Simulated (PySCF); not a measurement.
Geometries of 2 isomers of C5H6Ge, from PBE0-D3(BJ)/def2-SVP geometry optimisation, gas phase in PySCF. One conformer each, no zero-point energy, no frequencies.

Question: Which isomer lies lower at this level?
A.
```xyz
12
angstrom
C     -3.127   -1.167    0.700
C     -2.404   -0.211    0.498
Ge    -1.275    1.288    0.185
C      0.519    0.699    0.087
C      1.671    0.311    0.022
C      3.044   -0.155   -0.055
H     -3.766   -2.013    0.878
H     -1.436    2.279    1.346
H     -1.683    1.945   -1.141
H      3.735    0.577    0.393
H      3.165   -1.108    0.483
H      3.349   -0.314   -1.100
```
B.
```xyz
12
angstrom
C      3.965    0.420    1.471
C      2.880    0.153    0.987
C      1.659   -0.149    0.443
C      0.571   -0.426   -0.046
Ge    -1.144   -0.820   -0.783
C     -2.380    0.604   -0.298
H      4.923    0.654    1.897
H     -0.982   -0.930   -2.309
H     -1.595   -2.176   -0.214
H     -2.461    0.679    0.795
H     -3.376    0.398   -0.716
H     -2.021    1.565   -0.693
```

Answer: B. That is `C#CC#[C][GeH2][CH3]`, 3.7 kcal/mol below the other.

```
             SMILES                 atoms numbered as above       E (Eh)  relative (kcal/mol)  relative (kJ/mol)  dipole (D)
C#CC#[C][GeH2][CH3]  [CH:1]#[C:2][C:3]#[C:4][GeH2:5][CH3:6]  -2270.11980                  0.0                0.0        0.95
  C#[C][GeH2][C]#CC  [CH:1]#[C:2][GeH2:3][C:4]#[C:5][CH3:6]  -2270.11386                  3.7               15.6        1.33
```
